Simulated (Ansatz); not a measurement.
Start from `O[SiH2]BO[SiH3]` and change one atom or group to get `O[SiH2][BH][ZnH]`.

Ansatz, PBE0-D4/def2-TZVP geometries, multiplicity 1. Each molecule was computed in one conformer, which needn't be the lowest.

Scalar relativity is left out up to krypton.

| property | `O[SiH2]BO[SiH3]` |
| --- | --- |
| HOMO–LUMO gap (ωB97M-V/def2-TZVPP) / eV | 10.17 |
| HOMO–LUMO gap (PBE/def2-TZVPP) / eV | 3.78 |
| HOMO energy (ωB97M-V/def2-TZVPP) / eV | -9.55 |
| HOMO energy (PBE/def2-TZVPP) / eV | -6.05 |
| LUMO energy (B3LYP/def2-TZVPP) / eV | -1.51 |
| HOMO–LUMO gap (PBE0/def2-TZVPP) / eV | 6.04 |

Q: What does the change do to each property? (Best estimate.)

A: The calculation gave: 
```tsv
property	`O[SiH2][BH][ZnH]`	shift
HOMO–LUMO gap (ωB97M-V/def2-TZVPP) / eV	8.04	-2.13
HOMO–LUMO gap (PBE/def2-TZVPP) / eV	2.04	-1.74
HOMO energy (ωB97M-V/def2-TZVPP) / eV	-8.96	0.59
HOMO energy (PBE/def2-TZVPP) / eV	-5.85	0.20
LUMO energy (B3LYP/def2-TZVPP) / eV	-3.03	-1.52
HOMO–LUMO gap (PBE0/def2-TZVPP) / eV	4.03	-2.01
```

With PBE0 the HOMO rises by 0.48 eV and the LUMO falls by 1.54 eV, so the gap narrows by about 2.02 eV. PBE moves the HOMO by 0.20 eV and ωB97M-V by 0.59 eV.

B3LYP here is the variant with VWN-RPA as its local correlation; programs differ in this.
